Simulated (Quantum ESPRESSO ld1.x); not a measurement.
Results of a calculation; reference values are marked as such.
Question: The europium ion Eu33+, configuration [Ar] 3d10 4s2. Level of theory: scalar-relativistic Kohn-Sham, LDA (Slater exchange, Perdew-Zunger correlation), spin-polarised, spherical densities, point nucleus (ld1.x of Quantum ESPRESSO 7.5). Some entries of the table are withheld. Estimate them.

orbital,occ.,eigenvalue (eV),r(max) (bohr)
1s,2,-49632.1,0.014
2s,2,-9215.91,0.081
2p,6,-8358.35,(1)
3s,2,(2),0.228
3p,6,-2688.33,0.222
3d,10,-2339.23,0.181
4s,2,-1394.09,0.487
4p,0,-1293.11,0.499
5s,0,(3),(4)

Answer: 
(1) 2p r(max) (bohr): 0.065
(2) 3s eigenvalue (eV): -2955.92
(3) 5s eigenvalue (eV): -811.488
(4) 5s r(max) (bohr): 0.867
